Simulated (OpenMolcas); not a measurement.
Dy2+ in SrF2: curves along the breathing mode

Dy2+ with its 8 nearest fluoride ions, on the Sr site of SrF2 (a = 5.796 Å, distance in the model lattice 2.510 Å). The rest of the host is ab initio model potentials to 7.6 Å and point charges beyond; the distance is set by hand and nothing relaxes. Ligand basis ANO-RCC-VDZP.

- Program: OpenMolcas
- Method: CASSCF
- Basis: ANO-RCC-VDZP [7s6p4d2f1g]
- Scalar Hamiltonian: DKH2, point nucleus
- Active space: 10 electrons in 7 orbitals (4f)
- State averaging: 2S+1 = 5 even, 35 roots (32 in the spin-orbit step); 2S+1 = 3 even, 106 roots kept (CI in the orbitals of an earlier block); 2S+1 = 1 even, 31 roots kept (CI in the orbitals of an earlier block)
- Spin-orbit coupling: state interaction with AMFI integrals over the reference wave functions

Spin-free energies (labels of O, the rotations of Oh) in cm-1 above the lowest fitted minimum, as all ligands move together:

```tsv
R (Å)	5A2	5T2	5A1	5T1	5E	5T2(2)	5A2(2)
2.338	1340	1510	1540	1600	2040	2170	17730
2.393	-20	120	140	190	570	670	16360
2.448	1200	1310	1330	1380	1700	1790	17580
2.503	4660	4760	4770	4810	5090	5160	21040
2.558	10070	10150	10160	10190	10440	10500	26450
2.614	17330	17400	17410	17440	17650	17700	33720
2.669	25970	26030	26040	26060	26250	26290	42360
```

Cubic fits give the following; the wavenumber is harmonic, with the mass of all moving ligands, small differences in it between states hang on the degree of the fit, a number in brackets counts states of one label, and the table is a selection of at most 14 states with clean curves.

```tsv
State	R0 (Å)	Breathing mode (cm-1)	Minimum (cm-1)
5A2	2.394	430	0
5T2	2.394	430	140
5A1	2.394	430	160
5T1	2.394	430	210
5E	2.396	431	590
5T2(2)	2.396	431	690
5A2(2)	2.394	430	16390
5A1(2)	2.395	430	16710
5T1(2)	2.395	430	16760
5T2(3)	2.395	430	16780
3T1	2.394	430	19700
3E	2.394	430	19710
3T2	2.394	430	19710
5E(2)	2.394	430	25800
```

For an f ion spin-orbit coupling outweighs the ligand field, so these spin-free curves are not those of observable levels.

High states are left out of the spin-orbit mixing, which shifts the levels that they would mix with. Without dynamic correlation the ligand-field splitting of an f shell can come out too small, at times by half. A group larger than the point group allows holds several states that coincide in this model. No measured value stands beside these numbers.
